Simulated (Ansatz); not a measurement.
Total energies of `[CH3][GeH]1[CH2][NH]1`.

```xyz
11

C    -1.164   -1.434   -0.070
Ge    0.332   -0.309    0.429
C     0.996    1.121   -0.660
N    -0.044    1.527    0.315
H    -0.819   -2.390   -0.464
H    -1.804   -1.616    0.794
H    -1.739   -0.914   -0.836
H     1.191   -0.741    1.620
H     0.688    1.209   -1.698
H     2.018    1.455   -0.491
H     0.345    2.093    1.061
```

Charge 0, multiplicity 1. Correlated methods include outer-core shells of Ge, which these sets cover unevenly. Scalar relativity is left out up to krypton. Geometry: relaxed with PBE0-D4/def2-TZVP. Basis def2-TZVPP, the Gaussian-basis code of Ansatz.

RPA on PBE orbitals: Hartree–Fock energy of these orbitals -2209.56645 Eh, correlation -1.32617 Eh (frozen core).

| functional | energy without D4 (Eh) | D4 term (kJ/mol) |
| --- | --- | --- |
| LDA (SPW92) | -2207.81819 | – |
| PBE | -2211.69410 | -19.2 |
| BLYP | -2212.17570 | -42.4 |
| B97M-V | -2211.79314 | – |
| PBE0 | -2211.76353 | -16.1 |
| r2SCANh | -2212.08411 | -5.0 |
| r2SCAN0 | -2212.06365 | -5.5 |
| HSE06 (plane-wave form) | -2211.75617 | -15.0 |
| BHLYP | -2212.07616 | -23.6 |
| CAM-B3LYP | -2212.23289 | -16.3 |
| LC-ωPBE | -2211.83188 | – |
| ωB97X-V | -2211.95670 | – |
| ωB97M-V | -2211.99940 | – |
| B2PLYP | -2211.69782 | – |

Task: Give the same for revPBE, r2SCAN, B3LYP, PBE-QIDH. (An estimate is asked.)

Result: Ansatz gave: 
```tsv
functional	energy without D4 (Eh)	D4 term (kJ/mol)
revPBE	-2211.98892	-59.7
r2SCAN	-2212.09866	-4.7
B3LYP	-2212.23903	-30.9
PBE-QIDH	-2211.41784	–
```

B3LYP takes the VWN-RPA correlation (the form of Gaussian; ORCA's B3LYP/G). HSE06 is the plane-wave form, built on full-range PBE exchange. The double hybrids freeze the cores in their second-order part.

LC-ωPBE has ω = 0.4 bohr⁻¹.
